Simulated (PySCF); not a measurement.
## In: excitation energy

In [Kr] 4d10 5s2 5p1 (2P) → In [Kr] 4d10 5s2 5d1 (2D), as a difference of total energies. All numbers are calculated (PySCF 2.14, scalar relativity through the core potential, in aug-cc-pwCVTZ-PP with ECP28MDF (8s7p6d4f1g, 96 functions)). Correlated levels: valence: 4s2 4p6 4d10 frozen; valence and next inner shell: nothing frozen outside the core potential. The calculations carry no spin-orbit coupling.

| method | excitation energy (eV) | error (eV) |
| --- | --- | --- |
| UHF | 3.993 | +0.096 |
| LDA | 3.911 | +0.014 |
| PBE | 3.701 | -0.196 |
| PBE0 | 3.854 | -0.043 |
| r2SCAN | 4.024 | +0.127 |
| wB97X | 4.186 | +0.289 |
| B97-3 | 3.719 | -0.178 |
| BLYP | 3.657 | -0.240 |
| HSE06 | 3.835 | -0.062 |
| MP2 (valence) | 4.027 | +0.130 |
| SCS-MP2 (valence) | 4.030 | +0.133 |
| MP2 (valence and next inner shell) | 4.052 | +0.155 |
| SCS-MP2 (valence and next inner shell) | 4.025 | +0.128 |

Reference: 3.897 eV (measured; NIST levels, between the centres of gravity of the two terms).

Errors of the correlated levels include the incompleteness of this basis and the frozen core.

The promoted electron is Rydberg-like, and one or two diffuse shells describe it only roughly, which tends to raise the upper state.
